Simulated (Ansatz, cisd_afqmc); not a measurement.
System: GaOH$_{3}$, charge 0, singlet. GaOH3 (SMILES [OH][GaH2]).
B3LYP-D3(BJ)/def2-TZVP minimum from Ansatz (an electronic-structure program):
```xyz
5

Ga    -0.2199    -0.2889     0.0206
H      0.0733    -1.3063     1.1612
H     -1.3413    -0.3245    -1.0713
O      0.9170     1.1054    -0.0033
H      0.7497     1.7443    -0.7028
```

Atomisation energy term by term, kcal/mol (programs: Ansatz, cisd_afqmc). Open shells are spin-unrestricted; no spin-orbit coupling. Cores are frozen in correlated methods (noble-gas shells, and filled d and f shells in the p block). No relativity. AFQMC is phaseless with a CISD trial state; ± is one standard error, without the phaseless bias. Outlying blocks are dropped, and bars are widened where a walk drifts. Over all cases where full CI ran beside it in this data, AFQMC minus full CI had a median of +0.1 mEh and passed +0.4 mEh in a tenth of the cases. CBS(X,Y): correlation extrapolated as X^-3, Hartree-Fock from the larger set (Q,5: extrapolated as (X+1)exp(-9√X)). A bracket is a step between two methods taken in the basis named. For partners of very few electrons the exact lower level stands in for a higher one.

```
term                               basis  kcal/mol
------------------  --------------------  --------
Hartree-Fock        CBS(cc-pVQZ,cc-pV5Z)    231.96
CCSD correlation    CBS(cc-pVQZ,cc-pV5Z)     97.60
(T)                 CBS(cc-pVQZ,cc-pV5Z)      5.40
CCSDT(Q) - CCSD(T)               cc-pVTZ      0.18
CCSDTQ - CCSDT(Q)                cc-pVDZ     -0.07
sum: De                                      335.1
```

The step beyond CCSD(T) by other levels: CCSDTQ in cc-pVDZ 0.50; AFQMC/CISD in cc-pVDZ 0.56 ± 0.33; CCSDT(Q) in cc-pVDZ 0.57 kcal/mol.
